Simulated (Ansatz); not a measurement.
Ansatz (a program for electronic structure) input (B3LYP-D3(BJ)/def2-TZVP):

Ansatz 0.2 input:
```yaml
crystal:
  periodic: [false, false, false]
  atoms:
    - {symbol: C, position_ang: [-1.96135366, 0.14228618, 0.11338074]}
    - {symbol: C, position_ang: [-0.63228927, -0.06281692, -0.35607959]}
    - {symbol: O, position_ang: [-0.32177113, -0.40271193, -1.48460933]}
    - {symbol: O, position_ang: [0.28953251, 0.16702166, 0.61432724]}
    - {symbol: C, position_ang: [1.63780979, -0.01503963, 0.22725170]}
    - {symbol: H, position_ang: [-2.78429399, -0.00761431, -0.55943741]}
    - {symbol: H, position_ang: [-2.13345507, 0.44342838, 1.12912555]}
    - {symbol: H, position_ang: [1.88793695, 0.64737380, -0.60555860]}
    - {symbol: H, position_ang: [2.24215573, 0.22017971, 1.09969132]}
    - {symbol: H, position_ang: [1.80670923, -1.04688917, -0.09172569]}
basis:
  gaussian:
    orbitals: def2-TZVP
hamiltonian:
  xc: b3lyp
  dispersion: d3bj
magnetization: {spin_polarized: true, initial_magnetization: 1}
relax: {f_tol: 0.002, max_steps: 150}
```

End of the output:

```
relax step   5: F+E_penalty+E_count = -7288.55216604 eV  Δ(F+E_penalty+E_count) = +7.225e-5 eV  max|allowed force component| = 4.273e-2 eV/Å  Δτ_max = 0.0078 Å  (40 SCF iters, rejected (line search))
these checks for a lower state are left out or cut short: starts, cluster_reference, orbital_swaps, neighbouring_geometries, increment
integrals: 0.09 GiB planned
1062 factors; their error is unknown
mean field: 1.08 GiB planned
mean field -7288.27540829 eV, -267.8391810841 hartree, gradient 1.0e-5 eV, S^2 0.757045; 0 other end points of the search recorded, 0 dependent functions left out
the calculation of the forces begins
reference -7288.27566096 eV, -267.8391903696 hartree; 20, 19 occupied and 165, 166 virtual orbitals, 1062 factors
relax step   6: F+E_penalty+E_count = -7288.55232569 eV  Δ(F+E_penalty+E_count) = -8.740e-5 eV  max|allowed force component| = 1.209e-2 eV/Å  Δτ_max = 0.0039 Å  (40 SCF iters, accepted)
these checks for a lower state are left out or cut short: starts, cluster_reference, orbital_swaps, neighbouring_geometries, increment
integrals: 0.09 GiB planned
1062 factors; their error is unknown
mean field: 1.08 GiB planned
mean field -7288.27541912 eV, -267.8391814821 hartree, gradient 1.0e-5 eV, S^2 0.757048; 0 other end points of the search recorded, 0 dependent functions left out
the calculation of the forces begins
reference -7288.27567182 eV, -267.8391907685 hartree; 20, 19 occupied and 165, 166 virtual orbitals, 1062 factors
relax step   7: F+E_penalty+E_count = -7288.55233383 eV  Δ(F+E_penalty+E_count) = -8.142e-6 eV  max|allowed force component| = 2.124e-3 eV/Å  Δτ_max = 0.0024 Å  (40 SCF iters, accepted)
these checks for a lower state are left out or cut short: starts, cluster_reference, orbital_swaps, neighbouring_geometries, increment
integrals: 0.09 GiB planned
1062 factors; their error is unknown
mean field: 1.09 GiB planned
mean field evaluation 64: about -7288.2824 eV, gradient 2.7e-4 eV
mean field -7288.27540823 eV, -267.8391810818 hartree, gradient 1.0e-5 eV, S^2 0.757047; 0 other end points of the search recorded, 0 dependent functions left out
the calculation of the forces begins
reference -7288.27566091 eV, -267.8391903677 hartree; 20, 19 occupied and 165, 166 virtual orbitals, 1062 factors
relax step   8: F+E_penalty+E_count = -7288.55233477 eV  Δ(F+E_penalty+E_count) = -9.397e-7 eV  max|allowed force component| = 1.503e-3 eV/Å  Δτ_max = 0.0011 Å  (40 SCF iters, accepted)
integrals: 0.09 GiB planned
1062 factors; their error is unknown
mean field: 1.09 GiB planned
mean field evaluation 96: about -7288.2754 eV, gradient 7.5e-5 eV
mean field -7288.27540823 eV, -267.8391810818 hartree, gradient 1.0e-5 eV, S^2 0.757047; 1 other end points of the search recorded, 0 dependent functions left out
the calculation of the forces begins
reference -7288.27566091 eV, -267.8391903677 hartree; 20, 19 occupied and 165, 166 virtual orbitals, 1062 factors
Total energy: -7288.55258745 eV, -267.8493672303 hartree
Atom 0 at    -1.976163     0.145362     0.119946 Å, force    -0.000476     0.000064    -0.000034 eV/Å
Atom 1 at    -0.630077    -0.064154    -0.353278 Å, force    -0.001503     0.000222     0.000436 eV/Å
Atom 2 at    -0.338734    -0.410208    -1.481789 Å, force     0.000244    -0.000380    -0.000849 eV/Å
Atom 3 at     0.291186     0.170814     0.613883 Å, force     0.001160     0.000042    -0.000099 eV/Å
Atom 4 at     1.655692    -0.016516     0.220142 Å, force     0.000744    -0.000025     0.000888 eV/Å
Atom 5 at    -2.789780    -0.013855    -0.570127 Å, force    -0.000056    -0.000094    -0.000090 eV/Å
Atom 6 at    -2.167303     0.453187     1.136782 Å, force     0.000060     0.000059     0.000006 eV/Å
Atom 7 at     1.912850     0.653484    -0.600157 Å, force    -0.000135     0.000216     0.000009 eV/Å
Atom 8 at     2.249349     0.211814     1.100912 Å, force     0.000008    -0.000203    -0.000240 eV/Å
Atom 9 at     1.823961    -1.044712    -0.099948 Å, force    -0.000046     0.000098    -0.000028 eV/Å
Dipole moment:    -0.003388     0.110523     0.376581 e Å
```

It need not be the lowest isomer of its formula.
